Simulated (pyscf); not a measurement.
Cl–SiH(Cl)–GeH₃ (SMILES Cl[SiH](Cl)[GeH3]) -> GeH₂ (SMILES [GeH2]) [singlet] + Cl–SiH₂–Cl (SMILES Cl[SiH2]Cl), a 1,1-elimination (singlet surface; Ge–Si, Ge–H broken, H–Si formed). Optimised with ωB97X-D3(BJ)/def2-SVP in PySCF. Energies in kcal/mol from the reactant's lowest minimum found.

Small-basis levels: PySCF, no dispersion term, spherical d functions. 

Quick B3LYP/6-31G*+LANL2DZ single points give ΔE‡ = 43.7 kcal/mol and ΔE = +38.5 kcal/mol. What does ωB97M-D3(BJ)/def2-TZVP give, and how far is the quick result from it?

ωB97M-D3(BJ)/def2-TZVP gives ΔE‡ = 38.0 kcal/mol and ΔE = +40.2 kcal/mol. B3LYP/6-31G*+LANL2DZ lies 5.7 kcal/mol over it in the barrier and 1.7 kcal/mol under it in the reaction energy, so on this step it does not hold to within 3.0 kcal/mol. ωB97M-D3(BJ)/def2-TZVP has limits of its own. On the product side the descent ends in an adduct with a Ge–Si contact, 9.9 kcal/mol under the separated species and 1.7 kcal/mol under the saddle at ωB97X-D3(BJ)/def2-TZVP. At ωB97M-D3(BJ) the saddle lies under the separated products, which points to a path from their complex (located at ωB97X-D3(BJ) alone), and parting the products costs more than the saddle. What is counted as broken (Ge–Si) persists as a longer contact in the product adduct; parting that adduct is a step of its own. At ωB97X-D3(BJ) the barrier from the zero used here is 41.1 kcal/mol. This is the saddle that the search found; another between the same sides may lie lower. In the def2 sets elements up to Kr have no core potential.
